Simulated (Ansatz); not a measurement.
Mulliken charges of `CC(=O)[SiH3]` from PBE/def2-TZVPP in Ansatz (PBE0-D4/def2-TZVP geometry).

```tsv
atom	x (Å)	y (Å)	z (Å)	charge (e)
C1	-0.764	1.059	-0.720	-0.203
C2	-0.101	-0.285	-0.646	0.102
O3	-0.089	-1.051	-1.580	-0.225
Si4	0.782	-0.868	0.978	0.169
H5	-0.031	1.844	-0.507	0.096
H6	-1.209	1.216	-1.703	0.094
H7	-1.531	1.135	0.058	0.096
H8	0.112	-2.112	1.428	-0.036
H9	0.715	0.156	2.055	-0.057
H10	2.200	-1.146	0.640	-0.036
```

**Question.** By hand: the dipole of these point charges (1 e Å = 4.8032 D).

**Answer.** Σ q r = (-0.091, 0.354, 0.206) e Å, of length 0.420 e Å = 2.02 D.

**Question.** How does the dipole of the full density compare? (An estimate is asked.)

**Answer.** Ansatz gave: (-0.075, 0.386, 0.286) e Å, 2.34 D; the point charges give 0.86 times that, at 7° from its direction.

Point charges leave out the atoms' own dipoles, such as those of lone pairs, and Mulliken's split depends on the basis, so the close match here is no proof of good charges.
